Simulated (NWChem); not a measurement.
# sulfur hexafluoride (F6S)

```xyz
7

F      0.0000     0.0000     1.5930
S      0.0000     0.0000     0.0000
F      1.5930     0.0000     0.0000
F      0.0000     1.5930     0.0000
F     -1.5930     0.0000     0.0000
F      0.0000    -1.5930     0.0000
F      0.0000     0.0000    -1.5930
```
Charge 0, spin multiplicity 1.

Program: NWChem. Structure: optimised with B3LYP/def2-SVP, a minimum by its harmonic frequencies.

The stability of the SCF solutions was not checked. Open-shell Hartree-Fock references start from PBE0 orbitals.

Worked example. At HF/def2-SVP the parent has a total energy of -993.36649 Ha and the doublet with one electron less, at the same geometry, -992.72172 Ha. The vertical ionisation energy is their difference.

ΔE = -992.72172 − (-993.36649) = 0.64477 Ha. Times 27.2114 eV/Ha this is 17.55 eV, or 1693 kJ/mol; λ = 1239.84/17.55 = 70.7 nm. No relaxation of the ion's geometry and no zero-point term enter.
